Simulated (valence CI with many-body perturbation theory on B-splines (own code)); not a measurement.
## Eu XLI: calculated level list

Level of theory: valence CI with perturbative core correlation (CI+MBPT): five valence electrons over a frozen Dirac-Fock core [Ar], a basis of 7 s, 7 p, 8 d, 6 f, 4 g, 1 h functions for each j, with the one-electron correlation potential Σ1, the two-electron term Σ2, the three-electron term Σ3, Breit, model QED; selected CI, second order for the rest (own B-spline code, finite nucleus).

No measured spectrum was set against this ion. As an estimate, large intervals hold to a few tenths of a per cent, small ones and those within an open d or f shell to about a per cent. Only levels of the ground parity were solved; by the run's estimate the other parity begins above the list, which can be wrong where configurations are misplaced.

Levels 1 to 37 of 37, with energies above the lowest level, (3d3/2^4 3d5/2) J=5/2. "Leading %" is the weight of the configuration and term that name the level; weights of strongly mixed levels are sums over their largest components and can fall short. In the jj column 3d3/2^4 stands for four electrons in 3d with j = 3/2. Lifetimes count E1, E2, E3, M1 and M2 decay at the calculated energies, and are blank where another channel may lead or the interval is too uncertain; long ones can be off by a factor of two.

| No. | Configuration | Term | J | E (cm⁻¹) | Leading % | Leading jj | g | Lifetime |
| --- | --- | --- | --- | --- | --- | --- | --- | --- |
| 1 | 3d⁵ | ⁴P | 5/2 | 0 | 30 | 3d3/2^4 3d5/2 (88 %) | 1.416 |  |
| 2 | 3d⁵ | ⁶S | 5/2 | 186460 | 39 | 3d3/2^3 3d5/2^2 (81 %) | 1.314 | 4.06 μs |
| 3 | 3d⁵ | ⁴G | 7/2 | 266920 | 37 | 3d3/2^3 3d5/2^2 (98 %) | 1.151 | 7.42 μs |
| 4 | 3d⁵ | ⁴D | 3/2 | 275520 | 40 | 3d3/2^3 3d5/2^2 (97 %) | 1.213 | 2.66 μs |
| 5 | 3d⁵ | ⁴G | 11/2 | 277670 | 40 | 3d3/2^3 3d5/2^2 (97 %) | 1.122 |  |
| 6 | 3d⁵ | ⁴G | 9/2 | 307550 | 38 | 3d3/2^3 3d5/2^2 (93 %) | 1.142 | 897 μs |
| 7 | 3d⁵ | ⁴D | 5/2 | 324570 | 35 | 3d3/2^3 3d5/2^2 (86 %) | 1.144 | 25.1 μs |
| 8 | 3d⁵ | ⁴P | 1/2 | 337540 | 51 | 3d3/2^3 3d5/2^2 (83 %) | 1.853 | 144 μs |
| 9 | 3d⁵ | ²F | 7/2 | 361250 | 38 | 3d3/2^3 3d5/2^2 (94 %) | 1.097 | 58.8 μs |
| 10 | 3d⁵ | ²D | 3/2 | 445120 | 56 | 3d3/2^3 3d5/2^2 (76 %) | 0.793 | 15.2 μs |
| 11 | 3d⁵ | ²D | 5/2 | 450410 | 31 | 3d3/2^2 3d5/2^3 (80 %) | 1.248 | 1.54 μs |
| 12 | 3d⁵ | ⁴D | 7/2 | 498110 | 51 | 3d3/2^2 3d5/2^3 (97 %) | 1.212 | 3.06 μs |
| 13 | 3d⁵ | ²I | 11/2 | 504360 | 52 | 3d3/2^2 3d5/2^3 (97 %) | 1.078 | 4.41 μs |
| 14 | 3d⁵ | ⁴G | 9/2 | 518260 | 54 | 3d3/2^2 3d5/2^3 (93 %) | 1.142 | 4.51 μs |
| 15 | 3d⁵ | ⁴D | 1/2 | 538310 | 76 | 3d3/2^2 3d5/2^3 (96 %) | 0.538 | 2.45 μs |
| 16 | 3d⁵ | ²I | 13/2 | 538590 | 100 | 3d3/2^2 3d5/2^3 (100 %) | 1.069 | 22.1 μs |
| 17 | 3d⁵ | ⁴P | 3/2 | 547880 | 52 | 3d3/2^2 3d5/2^3 (94 %) | 1.182 | 1.45 μs |
| 18 | 3d⁵ | ²F | 5/2 | 560050 | 42 | 3d3/2^2 3d5/2^3 (93 %) | 1.019 | 2.75 μs |
| 19 | 3d⁵ | ²H | 9/2 | 594920 | 53 | 3d3/2^2 3d5/2^3 (100 %) | 1.100 | 2.09 μs |
| 20 | 3d⁵ | ²G | 7/2 | 611000 | 61 | 3d3/2^2 3d5/2^3 (99 %) | 0.984 | 7.67 μs |
| 21 | 3d⁵ | ⁴F | 5/2 | 621730 | 61 | 3d3/2^2 3d5/2^3 (96 %) | 1.040 | 2.08 μs |
| 22 | 3d⁵ | ²D | 3/2 | 636170 | 88 | 3d3/2^2 3d5/2^3 (75 %) | 0.824 | 5.36 μs |
| 23 | 3d⁵ | ²G | 7/2 | 663630 | 43 | 3d3/2^2 3d5/2^3 (90 %) | 1.043 | 3.53 μs |
| 24 | 3d⁵ | ²S | 1/2 | 665790 | 37 | 3d3/2^2 3d5/2^3 (71 %) | 1.811 | 2.32 μs |
| 25 | 3d⁵ | ²G | 9/2 | 718020 | 72 | 3d3/2^2 3d5/2^3 (91 %) | 1.105 | 5.78 μs |
| 26 | 3d⁵ | ⁴P | 5/2 | 753160 | 35 | 3d3/2 3d5/2^4 (89 %) | 1.238 | 896 ns |
| 27 | 3d⁵ | ⁴F | 7/2 | 811260 | 32 | 3d3/2 3d5/2^4 (98 %) | 1.186 | 1.30 μs |
| 28 | 3d⁵ | ²P | 3/2 | 822190 | 56 | 3d3/2^2 3d5/2^3 (81 %) | 1.121 | 3.50 μs |
| 29 | 3d⁵ | ²H | 11/2 | 824150 | 58 | 3d3/2 3d5/2^4 (98 %) | 1.065 | 1.56 μs |
| 30 | 3d⁵ | ²D | 5/2 | 829280 | 67 | 3d3/2^2 3d5/2^3 (70 %) | 1.133 | 2.22 μs |
| 31 | 3d⁵ | ⁴F | 3/2 | 838560 | 23 | 3d3/2 3d5/2^4 (78 %) | 0.998 | 1.12 μs |
| 32 | 3d⁵ | ²G | 9/2 | 877630 | 65 | 3d3/2 3d5/2^4 (90 %) | 1.110 | 1.88 μs |
| 33 | 3d⁵ | ²D | 5/2 | 907310 | 68 | 3d3/2 3d5/2^4 (68 %) | 1.112 | 1.72 μs |
| 34 | 3d⁵ | ²G | 7/2 | 926600 | 60 | 3d3/2 3d5/2^4 (94 %) | 0.989 | 1.82 μs |
| 35 | 3d⁵ | ²P | 1/2 | 990970 | 64 | 3d3/2 3d5/2^4 (82 %) | 1.105 | 1.68 μs |
| 36 | 3d⁵ | ²D | 3/2 | 1084700 | 75 | 3d3/2 3d5/2^4 (91 %) | 0.879 | 1.16 μs |
| 37 | 3d⁵ | ²D | 5/2 | 1132800 | 50 | 3d5/2^5 (86 %) | 1.148 | 691 ns |

The ionisation energy to 3d⁴ ³P0 of the next ion comes out as 3022.1 eV (NIST: 3022 ± 4 eV (theoretical)). All 37 levels together are meant to be complete up to 1178200 cm⁻¹.
